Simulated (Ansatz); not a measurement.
C2H8FNSi can be A, `C[SiH](F)CN`, or B, `CC(F)[SiH2]N`.

Calculated with Ansatz (gas phase, PBE0-D4/def2-TZVP geometries, no zero-point term in ΔE). CCSD(T)/CBS is the MP2 limit (def2-TZVPP, def2-QZVPP) plus CCSD(T) − MP2 in def2-TZVPP, frozen cores. DFT in def2-TZVPP. B3LYP here is the variant with VWN-RPA as its local correlation; programs differ in this. Each species was taken in one conformer, which may not be the lowest.

A:

```xyz
13

C    -1.7155    0.7739    0.1689
Si   -0.3999   -0.3642    0.8054
F    -1.0806   -1.7368    1.2964
C     0.8814   -0.7640   -0.5017
N     1.6486    0.4579   -0.7435
H    -1.2464    1.6730   -0.2388
H    -2.4059    1.0716    0.9609
H    -2.2917    0.2978   -0.6284
H     0.2903    0.2244    1.9879
H     1.4789   -1.6450   -0.2232
H     0.3466   -1.0299   -1.4199
H     2.2801    0.3505   -1.5267
H     2.2142    0.6910    0.0628
```

B:

```xyz
13

C     1.5991   -0.4884    0.2743
C     0.2477   -1.0294   -0.1234
F    -0.0111   -2.1991    0.6105
Si   -1.1944    0.1651    0.1912
N    -0.9584    1.6334   -0.6702
H     1.6152   -0.2040    1.3297
H     1.8363    0.3934   -0.3270
H     2.3815   -1.2331    0.1077
H     0.2621   -1.3211   -1.1809
H    -2.4564   -0.4371   -0.3099
H    -1.2649    0.3522    1.6689
H    -1.6920    2.0017   -1.2508
H    -0.3647    2.3663   -0.3202
```

Which isomer does CCSD(T)/CBS put lower? Give the gap. (Estimate.)

The calculation gave: A, by 148.3 kJ/mol.

Give E(B) − E(A) in kJ/mol with ωB97M-V, B2PLYP, B3LYP, CCSD/def2-TZVPP, HF/def2-TZVPP, r2SCAN-D4, CCSD(T)/def2-TZVPP. (Best estimate.)

The calculation gave: ωB97M-V 144.7, B2PLYP 145.5, B3LYP 141.2, CCSD/def2-TZVPP 147.4, HF/def2-TZVPP 142.7, r2SCAN-D4 144.7, CCSD(T)/def2-TZVPP 146.8. None reverses the order clearly.

Largest T1 diagnostic: 0.011.

From PBE to PBE0 (25 % exact exchange), in def2-TZVPP and without D4, E(B) − E(A) moves by +4.4 kJ/mol. In def2-TZVPP, CCSD(T) changes the Hartree–Fock value by +4.0 kJ/mol (the triples alone add −0.6 kJ/mol) and MP2 by +11.1 kJ/mol.
